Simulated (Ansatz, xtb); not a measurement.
## C2H2F2Ga: which of two isomers lies lower

Structure a: `F/C=[CH]/[Ga][F]`, a doublet. Structure b: `C=[C][Ga]([F])[F]`, a doublet. Both are isolated molecules in the gas phase, relaxed with PBE-D3(BJ)/def2-SVP; the shapes shown needn't be the lowest conformers.

a (Å):

```yaml
atoms:
  - { symbol: C, position_ang: [0.0894, -0.2156, 0.3883] }
  - { symbol: C, position_ang: [0.1652, -0.5022, -0.9217] }
  - { symbol: F, position_ang: [-0.5671, 0.8489, 0.8726] }
  - { symbol: F, position_ang: [1.1639, -2.3331, -3.3083] }
  - { symbol: Ga, position_ang: [1.1632, -2.1042, -1.5374] }
  - { symbol: H, position_ang: [0.5482, -0.8095, 1.2002] }
  - { symbol: H, position_ang: [-0.3269, 0.1517, -1.6629] }
```

b (Å):

| atom | x (Å) | y (Å) | z (Å) |
| --- | --- | --- | --- |
| C | 0.8519 | -1.2945 | 0.1606 |
| C | -0.0677 | -1.9672 | -0.4939 |
| F | -1.0208 | -4.3182 | -2.4418 |
| F | -3.0874 | -2.5058 | -1.4001 |
| Ga | -1.3795 | -2.9209 | -1.4371 |
| H | 1.3856 | -0.4286 | -0.2864 |
| H | 1.1498 | -1.5522 | 1.1995 |

Task: Estimate which is lower in electronic energy at CCSD(T)/def2-SVP, and by roughly how much.

Result: The CCSD(T)/def2-SVP calculation puts structure b lower, by 12.1 kcal/mol.

How the difference moves with the method:

| level | geometry | E(b) − E(a) (kcal/mol) | departure from the last row (kcal/mol) | job, with rough time for the two |
| --- | --- | --- | --- | --- |
| PBE-D3(BJ)/def2-SVP | PBE-D3(BJ)/def2-SVP | −2.3 | +9.9 | optimisation, 87 s |
| HF/def2-SVP | PBE-D3(BJ)/def2-SVP | −17.9 | −5.8 | part of the CCSD(T) run |
| MP2/def2-SVP | PBE-D3(BJ)/def2-SVP | −7.8 | +4.3 | part of the CCSD(T) run |
| CCSD(T)/def2-SVP | PBE-D3(BJ)/def2-SVP | −12.1 |  | single point, 79 s |

As drawn, b has 1 F–Ga in place of 1 C–F.

None of the levels shown reverses the order. The largest departure from CCSD(T)/def2-SVP is that of PBE-D3(BJ)/def2-SVP, 9.9 kcal/mol. Levels run at GFN2-xTB geometries aren't shown.

With harmonic frequencies from PBE-D3(BJ)/def2-SVP (ideal gas, rigid rotor, one conformer each, 298.15 K, 1 atm): on the last row, ΔE + ΔZPE = −14.4 kcal/mol. A mode under 50 cm⁻¹ makes harmonic enthalpies and free energies unreliable, so none is given.

Open shells are spin-unrestricted, with notable spin contamination under HF/def2-SVP, MP2/def2-SVP, CCSD(T)/def2-SVP. The correlated steps freeze 13 core orbitals; the filled d shell of Ga is correlated, in a basis made for valence electrons. Codes used: Ansatz 0.2.0; the last row on 2 threads of Intel(R) Xeon(R) Platinum 8488C (Sapphire Rapids) on a shared host.
